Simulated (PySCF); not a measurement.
[VCl4]-: V(III) (d2), charge -1. The structure is a model geometry with rigid ligands and bond lengths from ionic radii, not a minimum; coordination tetrahedral, point group Td, metal–donor distances 2.23 Å.

Method (PySCF 2.14, density fitting): CASSCF(2,5) with orbitals averaged over all microstates of the shell, strongly contracted NEVPT2 on the averaged canonical orbitals; basis x2c-TZVPall on the metal, x2c-SVPall elsewhere; spin-free X2C; gas phase; spin-orbit coupling by state interaction with the mean-field operator over all roots.

CASSCF energies above the lowest CASSCF root:

```tsv
state	CASSCF / cm⁻¹
3A2	0
3T2	6049
3T1	10268
1E	13611
1T2	18905
3T1	21049
1A1	21740
1T1	23389
1E	26682
1T2	28051
1A1	51404
```

Problem. How does dynamic correlation (SC-NEVPT2) move these states?

Solution. 
```csv
state,NEVPT2 / cm⁻¹,shift / cm⁻¹
3A2,0,0
3T2,6786,+737
3T1,11300,+1032
1E,11591,-2020
1T2,17769,-1136
3T1,19070,-1980
1A1,19392,-2348
1T1,21787,-1603
1E,25854,-828
1T2,27059,-991
1A1,44089,-7315
```

Charge-transfer states lie outside this active space and may come lower than some of these levels. NEVPT2 lifts 3T2 from 6049 to 6786 cm⁻¹; on the d shell alone such lifts tend to overshoot. NEVPT2 on the d shell alone tends to put d–d bands too high for such charged or covalently bound ions.
